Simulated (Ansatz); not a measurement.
**Molecular dynamics of C$_{2}$H$_{4}$AlCl**

The input (input.yaml):

```yaml
crystal:
  periodic: [false, false, false]
  atoms:
    - { symbol: Cl, position_ang: [0.262447, -0.77602, 3.117748] }
    - { symbol: Al, position_ang: [0.407846, -0.363435, 1.067865] }
    - { symbol: C, position_ang: [-0.236832, 0.849645, -0.170803] }
    - { symbol: C, position_ang: [-0.334007, -0.471108, -0.829711] }
    - { symbol: H, position_ang: [1.504768, 0.514117, 0.148718] }
    - { symbol: H, position_ang: [-0.699305, 1.725185, -0.63963] }
    - { symbol: H, position_ang: [0.46939, -0.914119, -1.40252] }
    - { symbol: H, position_ang: [-1.282107, -0.621263, -1.347468] }
basis:
  gaussian: { orbitals: def2-mTZVP }
hamiltonian:
  xc: pbe0
  dispersion: d4
md:
  timestep: 0.5
  n_steps: 200
  ensemble: nve
  temperature: 300.0
  initial_velocities: maxwell_boltzmann
  seed: 2771
```

Command:

```bash
$ ansatz run input.yaml --threads 2 --pin off --max-ram 3072MiB --backend cpu --events-out ev --progress --plain --runs-dir out
```

It starts at the highest image of a converged band. Of that band: Neighbouring images differ by up to 2.1 eV, so the band resolves the path poorly. A vibrational analysis at the climbing image gives one clearly imaginary mode, 1207i cm⁻¹: a first-order saddle point.

Output, in part (step lines, the closing report, with atoms numbered from 0):

```
md step     0: t =     0.00 fs  T =   300.0 K  F+E_penalty+E_count = -21247.60227897 eV  E_kin = 0.232668 eV  conserved = -21247.36961097 eV  (29 SCF iters)
md step     1: t =     0.50 fs  T =   292.1 K  F+E_penalty+E_count = -21247.59594822 eV  E_kin = 0.226515 eV  conserved = -21247.36943347 eV  (34 SCF iters)
md step     2: t =     1.00 fs  T =   270.5 K  F+E_penalty+E_count = -21247.57888551 eV  E_kin = 0.209785 eV  conserved = -21247.36910004 eV  (36 SCF iters)
md step     3: t =     1.50 fs  T =   241.6 K  F+E_penalty+E_count = -21247.55613654 eV  E_kin = 0.187412 eV  conserved = -21247.36872489 eV  (36 SCF iters)
md step     4: t =     2.00 fs  T =   212.9 K  F+E_penalty+E_count = -21247.53352007 eV  E_kin = 0.165116 eV  conserved = -21247.36840438 eV  (28 SCF iters)
md step     5: t =     2.50 fs  T =   190.7 K  F+E_penalty+E_count = -21247.51607588 eV  E_kin = 0.147872 eV  conserved = -21247.36820370 eV  (28 SCF iters)
md step     6: t =     3.00 fs  T =   179.0 K  F+E_penalty+E_count = -21247.50698397 eV  E_kin = 0.138827 eV  conserved = -21247.36815707 eV  (28 SCF iters)
md step     7: t =     3.50 fs  T =   178.9 K  F+E_penalty+E_count = -21247.50698625 eV  E_kin = 0.138715 eV  conserved = -21247.36827088 eV  (28 SCF iters)
[... lines left out ...]
Total energy: -21248.32786369 eV, -780.8616463568 hartree
Atom 0 at     0.425392    -0.906351     3.145682 Å, force    -0.415263     0.501425    -0.918245 eV/Å
Atom 1 at    -0.060213    -0.211167     1.146046 Å, force     1.049369     0.375121    -0.565019 eV/Å
Atom 2 at    -0.030038     0.983176    -0.467391 Å, force    -0.733175     1.911329    -1.247997 eV/Å
Atom 3 at     0.081275    -0.627628    -0.715100 Å, force    -1.102262     0.528160     0.955158 eV/Å
Atom 4 at     0.571784     1.904252    -0.714998 Å, force     1.963190    -1.643014     1.240248 eV/Å
Atom 5 at    -0.691783     1.503509    -1.229292 Å, force    -1.350616    -1.469210     1.091205 eV/Å
Atom 6 at     0.549751    -1.209352    -1.536466 Å, force    -0.246265     0.667472     0.505141 eV/Å
Atom 7 at    -1.051314    -0.712842    -0.666870 Å, force     0.835020    -0.871282    -1.060492 eV/Å
Dipole moment:    -0.200123     0.080210    -0.169231 e Å
```

The steps, from the saved trajectory:

| time (fs) | T (K) | potential energy less start (eV) | conserved less start (meV/atom) |
| --- | --- | --- | --- |
| 0.0 | 300 | 0.000 | 0.00 |
| 3.0 | 179 | 0.095 | 0.18 |
| 6.0 | 202 | 0.076 | 0.02 |
| 9.0 | 130 | 0.133 | 0.16 |
| 12.0 | 222 | 0.062 | 0.13 |
| 15.0 | 456 | -0.119 | 0.18 |
| 18.0 | 1109 | -0.626 | 0.23 |
| 21.0 | 1950 | -1.286 | -0.74 |
| 24.0 | 1890 | -1.236 | -0.30 |
| 27.0 | 2002 | -1.320 | -0.05 |
| 30.0 | 2030 | -1.340 | 0.20 |
| 33.0 | 2470 | -1.694 | -1.45 |
| 36.0 | 1605 | -1.021 | -1.07 |
| 39.0 | 825 | -0.405 | 0.30 |
| 42.0 | 1265 | -0.749 | -0.01 |
| 45.0 | 1595 | -1.007 | -0.39 |
| 48.0 | 1588 | -1.004 | -0.68 |
| 51.0 | 1258 | -0.741 | 0.25 |
| 54.0 | 2276 | -1.534 | -0.21 |
| 57.0 | 2476 | -1.688 | 0.02 |
| 60.0 | 1978 | -1.304 | -0.36 |
| 63.0 | 1363 | -0.823 | 0.16 |
| 66.0 | 1782 | -1.153 | -0.51 |
| 69.0 | 1473 | -0.910 | 0.07 |
| 72.0 | 1314 | -0.787 | -0.09 |
| 75.0 | 1032 | -0.566 | 0.27 |
| 78.0 | 2152 | -1.441 | -0.58 |
| 81.0 | 2186 | -1.461 | 0.19 |
| 84.0 | 2380 | -1.614 | -0.21 |
| 87.0 | 1860 | -1.209 | 0.11 |
| 90.0 | 1985 | -1.309 | -0.21 |
| 93.0 | 2090 | -1.393 | -0.64 |
| 96.0 | 1105 | -0.622 | 0.21 |
| 99.0 | 984 | -0.529 | 0.13 |

The run went to its last step. The conserved energy stayed within 1.5 meV per atom of its start (net change -0.038 meV per atom), so the integration is sound. The system heated up, since it started high on the potential surface and ran downhill. A run of 0.1 ps of so small a system gives no equilibrium averages. The orbitals stay closed-shell, which can raise the energy where a bond breaks towards radicals; this wasn't checked here.

The step under study would form Al2–H5 and break C3–H5. These pairs go: Al2–H5 1.68 → 2.89 Å, C3–H5 1.80 → 1.13 Å. In the last frame they stand as before the step (other bonds may differ from the relaxed reactants and products). It ends as one piece, C2H4AlCl. Pairs count as bonded within 1.25 times the sum of covalent radii (0.12 Å more for H–H).

Last frame:

```xyz
8
Properties=species:S:1:pos:R:3
Cl 0.425 -0.906 3.146
Al -0.060 -0.211 1.146
C -0.030 0.983 -0.467
C 0.081 -0.628 -0.715
H 0.572 1.904 -0.715
H -0.692 1.504 -1.229
H 0.550 -1.209 -1.536
H -1.051 -0.713 -0.667
```

Time of the run: 7.1 min on 2 threads of Arm Neoverse V1, on a shared host, peak memory 0.17 GiB.
